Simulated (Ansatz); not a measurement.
Reaction (hydrogenolysis of the Si–O bond): `CO[SiH](F)O[SiH2]F` + H₂ → `CO[SiH2]F` + `O[SiH2]F`

Isolated molecules relaxed with PBE0-D4/def2-TZVP in Ansatz; ΔE leaves out vibrations. CCSD(T)/CBS adds triple-zeta CCSD(T) − MP2 to the extrapolated MP2 energy (def2 sets, frozen cores). This one scheme is used for every species. DFT in def2-TZVPP. One conformer a species, not always the lowest.

```
          level  ΔE (kJ/mol)
      r2SCAN-D4        121.1
        PBE0-D4        111.1
            PBE         97.8
         r2SCAN        118.2
           PBE0        102.6
CCSD/def2-TZVPP        114.9
  HF/def2-QZVPP        115.1
 CCSD/CBS(def2)        117.2
```

**Question.** What does CCSD(T)/CBS give? (An estimate is asked.)

**Answer.** Ansatz gave: +118.8 kJ/mol. The listed levels differ from it by 2.3, -7.7, -21.0, -0.6, -16.2, -3.9, -3.7, -1.6 kJ/mol.

Largest T1 diagnostic among the species: 0.012.

In def2-TZVPP, CCSD(T) changes the Hartree–Fock value by +3.6 kJ/mol (the triples alone add +1.6 kJ/mol) and MP2 by +7.2 kJ/mol. The D4 term adds +14.6 kJ/mol with B3LYP and +8.5 kJ/mol with PBE0; it sums over pairs of atoms, weighted by their polarisabilities, and B3LYP, whose exchange is more repulsive, gets the larger term. From PBE to PBE0 (25 % exact exchange), in def2-TZVPP and without D4, ΔE moves by +4.7 kJ/mol.

B3LYP here is the variant with VWN-RPA as its local correlation; programs differ in this.
